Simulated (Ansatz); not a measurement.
Species: tris(ethenyl)silane, C₆H₁₀Si (charge 0, singlet). 
Coordinates optimised at B3LYP-D3(BJ)/def2-TZVP (Ansatz, a program for electronic structure):
SMILES: C=C[SiH](C=C)C=C
```xyz
17

C     -1.5256     2.3949     0.1250
C     -0.6429     1.4756     0.5112
Si    -0.0870     0.0553    -0.5621
C     -0.5996    -1.5762     0.1842
C     -1.3534    -1.6954     1.2753
C      1.7681     0.0866    -0.7743
C      2.6007    -0.8016    -0.2341
H     -1.8255     3.2188     0.7648
H     -1.9889     2.3628    -0.8557
H     -0.2116     1.5690     1.5061
H     -0.7233     0.2302    -1.8945
H     -0.2689    -2.4905    -0.3054
H     -1.7233    -0.8275     1.8109
H     -1.6410    -2.6608     1.6793
H      2.1994     0.8938    -1.3636
H      3.6765    -0.7435    -0.3653
H      2.2407    -1.6289     0.3685
```

Wanted: vertical triplet-singlet gap (E(triplet) - E(singlet); each state is the SCF solution reached for its spin), in kJ/mol. Valence correlation only, unless marked. Open shells are spin-unrestricted. Spin-orbit coupling is left out. Non-relativistic. 

| level | program | vertical triplet-singlet gap (kJ/mol) |
|---|---|---|
| HF/aug-cc-pV(T+d)Z | Ansatz | 317.6 |
| PBE/def2-TZVPD | Ansatz | 410.5 |
| r2SCAN/def2-TZVPD | Ansatz | 385.4 |
| CAM-B3LYP/def2-TZVPD | Ansatz | 409.7 |
| wB97M-V/def2-TZVPD | Ansatz | 427.9 |
| MP2/aug-cc-pV(D+d)Z | Ansatz | 444.0 |
| RI-MP2/aug-cc-pV(T+d)Z | Ansatz | 444.9 |
| CCSD/aug-cc-pV(D+d)Z | Ansatz | 418.3 |
| CCSD(T)/aug-cc-pV(D+d)Z | Ansatz | 430.2 |
